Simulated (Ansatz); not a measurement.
GeH5Si, SMILES [SiH3][GeH2], multiplicity 2.

Geometry: PBE-D3(BJ)/def2-TZVP. The isomer is the one that the SMILES or the coordinates give; other isomers of the formula were not compared.

Two levels are set side by side: PBE/def2-TZVPD (Ansatz, a quantum-chemistry and plane-wave program) and PBE0/def2-TZVPD (Ansatz). Energy differences of separate SCF runs at the same geometry; the states with an electron removed or added have multiplicity 1 and 1. Differences are taken from unrounded values.

| quantity | PBE0 |
|---|---|
| vertical ionisation energy (eV) | 8.24 |
| vertical electron affinity (eV) | 1.13 |

**Question.** What does PBE give, and how far is it from PBE0? (The exact figures need the calculation; the answer reports its results.)

**Answer.** 
| quantity | PBE | PBE minus PBE0 |
|---|---|---|
| vertical ionisation energy (eV) | 8.15 | -0.09 |
| vertical electron affinity (eV) | 1.19 | 0.06 |
